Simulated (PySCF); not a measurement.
## Energy of K²⁺ (potassium, charge +2) between two integer charges

The 3p beta orbital of [Ne] 3s2 3p5 is emptied in steps (occupation f), with all orbitals relaxed, ending at [Ne] 3s2 3p4. All numbers are calculated (PySCF 2.14, no relativity, point nucleus, in def2-TZVPPD). The exact energy is a straight line in f; departures are measured from the line between the end points of the same method.

```csv
f,UHF (eV),LDA (eV),PBE (eV),PBE0 (eV),r2SCAN (eV),LC-wPBE (eV),BHandHLYP (eV),wB97X (eV),r2SCAN0 (eV),CAM-B3LYP (eV)
1,0.000,0.000,0.000,0.000,0.000,0.000,0.000,0.000,0.000,0.000
0.8,0.174,-1.191,-1.156,-0.828,-1.080,-0.357,-0.512,-0.413,-0.776,-0.601
0.6,0.256,-1.788,-1.729,-1.238,-1.606,-0.530,-0.769,-0.614,-1.152,-0.901
0.4,0.251,-1.788,-1.722,-1.232,-1.584,-0.522,-0.772,-0.609,-1.135,-0.901
0.2,0.164,-1.191,-1.142,-0.816,-1.034,-0.341,-0.517,-0.404,-0.740,-0.601
0,0.000,0.000,0.000,0.000,0.000,0.000,0.000,0.000,0.000,0.000
```

Task: For UHF, how does the orbital energy at f = 1 compare with the removal energy?

Result: −ε = 45.554 eV against a total-energy difference of 44.446 eV. By Janak's theorem ε = ∂E/∂f, so the gap between them reflects the curvature. Along the path −ε is 45.080 (f = 0.8), 44.634 (f = 0.6), 44.213 (f = 0.4), 43.816 (f = 0.2) eV.

```csv
method,E(f=0) − E(f=1) (eV),−ε at f=1 (eV),−ε at f=0.4 (eV)
UHF,44.446,45.554,44.213
LDA,45.953,38.522,47.446
PBE,45.735,38.504,47.212
PBE0,45.754,40.567,46.816
r2SCAN,45.806,39.012,47.258
LC-wPBE,45.909,43.657,46.390
BHandHLYP,45.686,42.496,46.316
wB97X,45.743,43.151,46.276
r2SCAN0,45.776,40.895,46.822
CAM-B3LYP,45.859,42.107,46.611
```

Reference removal energy between the ground levels: 45.803 eV (semi-empirical (NIST evaluation); NIST Atomic Spectra Database, ionization energies). The calculation has no spin-orbit coupling. UHF lacks correlation.
